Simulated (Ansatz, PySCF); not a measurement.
System: sum formula GeOBr, net charge 0, doublet state. It need not be the lowest isomer of its formula. 
Structure (B3LYP-D3(BJ)/def2-TZVP (Ansatz, a program for electronic structure) minimum search):
SMILES: [O]=[Ge][Br]
```xyz
3

Ge     0.4597    -0.5469     0.7424
O      2.0200    -0.9329     0.2899
Br    -0.8820     0.7132    -0.7451
```
Charge 0, spin multiplicity 2.

Wanted: vertical ionisation energy (to the singlet state of charge +1; each state is the SCF solution reached for its spin; for the singlet the Hartree-Fock reference is unstable and T1 is 0.037; for the doublet T1 is 0.094), in eV. Cores are frozen in the correlated levels unless marked. Open shells are spin-unrestricted. Spin-orbit coupling is left out. The frozen core is the preceding noble-gas configuration, with the filled d and f shells of earlier blocks. Non-relativistic. Basis-set limits of correlation are two-point, X^-3; Hartree-Fock from the larger set. The bracket is a focal-point correction in the basis named.

RI-MP2/CBS(aug-cc-pVTZ,aug-cc-pVQZ)+[CCSD(T)-MP2]/aug-cc-pVTZ (Ansatz) gives 9.91 eV.

### Question
Another calculation gave 10.60 eV. Which level was it?
(A) BHLYP/def2-TZVPD (Ansatz)
(B) PBE/def2-TZVPD (Ansatz)
(C) SVWN5/def2-TZVPD (Ansatz)
(D) M06-2X/def2-TZVPD (PySCF)

### Answer
A, BHLYP/def2-TZVPD (Ansatz). The others give 10.07 (PBE), 10.44 (M06-2X), 10.26 (SVWN5) eV.
